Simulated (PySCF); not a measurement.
# Spin-rotation constants: SMILES [Si@@H]1(C)CCCO[SiH2]1, C$_{4}$H$_{12}$OSi$_{2}$

Molfile (atoms numbered from 1):
```
C4H12OSi2
     RDKit          3D

 19 19  0  0  0  0  0  0  0  0999 V2000
   -2.5101    0.0709    0.6531 C   0  0  0  0  0  0  0  0  0  0  0  0
   -1.1039    0.5256   -0.5527 Si  0  0  2  0  0  4  0  0  0  0  0  0
   -0.0904   -1.0688   -0.9234 C   0  0  0  0  0  0  0  0  0  0  0  0
    1.0241   -1.3179    0.0955 C   0  0  0  0  0  0  0  0  0  0  0  0
    2.1131   -0.2424    0.0954 C   0  0  0  0  0  0  0  0  0  0  0  0
    1.7286    0.9455    0.7229 O   0  0  0  0  0  0  0  0  0  0  0  0
    0.5098    1.9423    0.3023 Si  0  0  0  0  0  4  0  0  0  0  0  0
   -3.1366   -0.7219    0.2536 H   0  0  0  0  0  0  0  0  0  0  0  0
   -2.1252   -0.2654    1.6121 H   0  0  0  0  0  0  0  0  0  0  0  0
   -3.1497    0.9280    0.8414 H   0  0  0  0  0  0  0  0  0  0  0  0
   -1.7333    0.9210   -1.8307 H   0  0  0  0  0  0  0  0  0  0  0  0
    0.3607   -0.9984   -1.9157 H   0  0  0  0  0  0  0  0  0  0  0  0
   -0.7387   -1.9475   -0.9434 H   0  0  0  0  0  0  0  0  0  0  0  0
    1.5099   -2.2742   -0.1197 H   0  0  0  0  0  0  0  0  0  0  0  0
    0.6057   -1.3774    1.1029 H   0  0  0  0  0  0  0  0  0  0  0  0
    2.9859   -0.6095    0.6480 H   0  0  0  0  0  0  0  0  0  0  0  0
    2.4260   -0.0347   -0.9365 H   0  0  0  0  0  0  0  0  0  0  0  0
    0.9994    2.9138   -0.6926 H   0  0  0  0  0  0  0  0  0  0  0  0
    0.3149    2.6204    1.5801 H   0  0  0  0  0  0  0  0  0  0  0  0
  1  2  1  0
  2  3  1  0
  3  4  1  0
  4  5  1  0
  5  6  1  0
  6  7  1  0
  7  2  1  0
  1  8  1  0
  1  9  1  0
  1 10  1  0
  2 11  1  6
  3 12  1  0
  3 13  1  0
  4 14  1  0
  4 15  1  0
  5 16  1  0
  5 17  1  0
  7 18  1  0
  7 19  1  0
M  END
```

Method used: PySCF 2.14.0, GIAO KT3/pcSseg-1 magnetisability, rotational g tensor and spin-rotation constants, non-relativistic, gas phase. Geometry: GFN2-xTB.

Give the nuclear spin-rotation constants along the inertial axes (H = +C I·J) beside the isotropic shieldings.

Rotational constants 2.2854, 1.5733, 1.1046 GHz. A star marks the isotopologue with that one atom substituted, in its own axes.
```tsv
atom	isotope	Caa (kHz)	Cbb (kHz)	Ccc (kHz)	mean (kHz)	σ (ppm)
H8	1H	-0.114	-0.079	-0.127	-0.107	31.5
H9	1H	-0.202	-0.183	-0.006	-0.130	31.3
H10	1H	-0.167	-0.043	-0.128	-0.113	31.6
H11	1H	-0.120	-0.140	0.004	-0.086	27.8
H12	1H	-0.232	-0.162	0.009	-0.128	30.6
H13	1H	-0.125	-0.039	-0.126	-0.097	30.4
H14	1H	-0.210	0.038	-0.126	-0.099	29.9
H15	1H	-0.232	-0.160	0.021	-0.123	30.0
H16	1H	0.034	-0.150	-0.062	-0.059	27.5
H17	1H	-0.199	-0.177	0.058	-0.106	28.1
H18	1H	-0.167	-0.084	0.020	-0.077	26.2
H19	1H	-0.206	-0.039	-0.002	-0.082	26.6
C1	13C*	0.267	0.148	0.131	0.182	190.1
Si2	29Si*	-1.314	-0.859	-0.583	-0.919	421.1
C3	13C*	0.304	0.266	0.147	0.239	167.5
C4	13C*	0.387	0.258	0.185	0.277	152.6
C5	13C*	0.553	0.305	0.256	0.371	115.2
O6	17O*	-0.155	-0.177	-0.033	-0.121	312.5
Si7	29Si*	-1.213	-0.915	-0.697	-0.941	393.8
```
For the geometry as given, no vibrational averaging.

How do the rotational constants and the g tensor change when H8, H9, H10, H11, H12, H13, H14, H15, H16, H17, H18, H19 are replaced by deuterium?

Constants 1.8602, 1.3148, 0.9408 GHz; g -0.0194, -0.0141, -0.0138, against -0.0237, -0.0168, -0.0163 before.
